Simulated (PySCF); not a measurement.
Start geometry of `C[N](C)[GeH2][Cl]` from a GFN2-xTB structure with every atom displaced at random (by about 0.01 Å) (Å):
```
atom  x, y, z in Å
C1    -0.9030   -1.0608   -0.5430
N2    -0.1972   -0.1020    0.2747
C3    -0.8363    1.2051    0.3007
Ge4    1.6528   -0.2291    0.3971
Cl5    2.6524    0.3910   -1.3553
H6    -1.9424   -1.1450   -0.1604
H7    -0.9819   -0.7125   -1.5928
H8    -0.4099   -1.9991   -0.5214
H9    -1.8267    1.1269    0.7414
H10   -0.2342    1.8666    0.9590
H11   -0.8996    1.6575   -0.6784
H12    1.9278   -1.6875    0.6372
H13    2.0040    0.6720    1.5308
```

Task: What comes out of this run: PBE0-D3(BJ)/def2-SVP geometry optimisation, gas phase (PySCF)?

Result: 
```
atom  x, y, z in Å
C1    -0.2218   -0.8246   -0.8790
N2     0.4802    0.1320   -0.0595
C3    -0.1264    1.4391   -0.0204
Ge4    2.2616   -0.0629    0.2053
Cl5    3.4160    0.4114   -1.5902
H6    -1.2547   -0.9651   -0.5118
H7    -0.2862   -0.5173   -1.9423
H8     0.2763   -1.8062   -0.8458
H9    -1.1559    1.3727    0.3772
H10    0.4379    2.1116    0.6433
H11   -0.1868    1.9207   -1.0175
H12    2.5484   -1.5397    0.4967
H13    2.7000    0.9308    1.2869
```

The energy falls by 18.0 kJ/mol over 8 energy and gradient evaluations, the largest force component goes from 0.0400 to 4.0e-04 Eh/bohr, and the atoms move by 0.060 Å rms after alignment. The bond that changes most is Ge4–Cl5 (ends: germanium bonded to Cl, N and 2 H; chlorine bonded to Ge), which lengthens by 0.076 Å. Bonds longer at the end by more than 0.005 Å: 6 of 12; shorter: 4. Among the angles that change most is N2–Ge4–H13, from 104.1° to 108.3°. Rotational constants go from 3891, 1574, 1467 to 3801, 1570, 1453 MHz. The orientation of the end geometry is arbitrary; only internal coordinates are fixed.

The run used 132 basis functions and 49 SCF cycles in all.

PBE0-D3(BJ)/def2-SVP frequencies: not computed here. One conformer, not necessarily the lowest.
